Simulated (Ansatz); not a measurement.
System: CrH (charge 0, sextet). The spin state was set by rule; other spins were not relaxed. SMILES: [CrH]
Structure (B3LYP-D3(BJ)/def2-TZVP (Ansatz, an electronic-structure program) minimum search):
```
Cr
H 1 1.6625
```
Charge 0, spin multiplicity 6.

Wanted: atomisation energy (electronic, to ground-state atoms), in kJ/mol. Cores are frozen in the correlated levels unless marked. UHF or UKS for open shells. No spin-orbit coupling. Frozen are the shells of the preceding noble gas and the d and f shells that filled before the atom's block. Non-relativistic. The coupled-cluster limit lacks core correlation, which all-electron functionals hold. CBS(X,Y): correlation extrapolated as X^-3; Hartree-Fock from the larger set.

```
level                           program  atomisation energy (kJ/mol)
-----------------------  --------------  ---------------------------
PBE0/STO-3G                      Ansatz                        609.4
PBE0/def2-SVP                    Ansatz                        204.7
B2GP-PLYP-D4/def2-TZVPD  Ansatz + dftd4                        207.9
MP2/def2-TZVPP                   Ansatz                        142.8
MP2/def2-TZVPPD                  Ansatz                        143.3
SCS-MP2/def2-TZVPP               Ansatz                        197.4
```

Task: Predict the CCSD(T)/CBS(def2-TZVPPD,def2-QZVPPD) result (Ansatz).

Result: 209.8 kJ/mol, so SCS-MP2/def2-TZVPP differs from it by -12.4 kJ/mol.
